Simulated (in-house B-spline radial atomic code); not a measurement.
Radial electron density of the terbium ion Tb⁶⁺, [Kr] 4d10 4f8 5s2 5p2 7d1. Method: Dirac-Hartree-Fock, average of configuration, Fermi nucleus of rms radius 5.06 fm. Calculated with a B-spline radial code for spherical atoms.

Columns: r (bohr), 4πr²n(r) (electrons per bohr), bar.

```
0.000789    3.013 #
0.000998    4.439 ##
 0.00126    6.472 ##
  0.0016    9.434 ####
 0.00202    13.47 #####
 0.00256    19.06 #######
 0.00324    26.41 ##########
 0.00409    35.65 ##############
 0.00518    46.92 ##################
 0.00655    59.42 #######################
 0.00829    71.95 ############################
  0.0105    82.44 ################################
  0.0133    88.43 ##################################
  0.0168    88.44 ##################################
  0.0213    83.58 ################################
  0.0269    78.79 ##############################
   0.034    80.77 ###############################
   0.043    92.92 ####################################
  0.0545    109.1 ##########################################
  0.0689      115 ############################################
  0.0872    103.5 ########################################
    0.11    88.62 ##################################
    0.14    90.46 ###################################
   0.177    101.8 #######################################
   0.223     92.2 ###################################
   0.283    60.22 #######################
   0.358     43.5 #################
   0.453    50.15 ###################
   0.573    49.89 ###################
   0.725    33.48 #############
   0.917    17.72 #######
    1.16    9.662 ####
    1.47    4.993 ##
    1.86    1.757 #
    2.35   0.4122 
    2.97   0.1684 
    3.76  0.01109 
    4.76   0.1303 
    6.02   0.2952 
    7.62   0.1196 
    9.64  0.01138 
    12.2 0.0002174 
    15.4 6.592e-07 
    19.5 6.997e-11
```

On this grid the curve has 5 maxima, near 0.0168, 0.0689, 0.177, 0.453, 6.02 bohr.

The 4f7/2 radial function P(r) = rR(r), positive near the nucleus, with its small component Q(r) (sign convention: Q ≈ (P' + κP/r)/2c):

```csv
r (bohr),P,Q
0.0269,0.001238,-6.745e-05
0.043,0.006322,-0.0003304
0.0689,0.02883,-0.001417
0.11,0.1095,-0.004947
0.177,0.3336,-0.01345
0.283,0.735,-0.02549
0.453,1.106,-0.03196
0.725,1.07,-0.02451
1.16,0.6461,-0.01146
1.86,0.2086,-0.002986
2.97,0.02418,-0.0003022
```
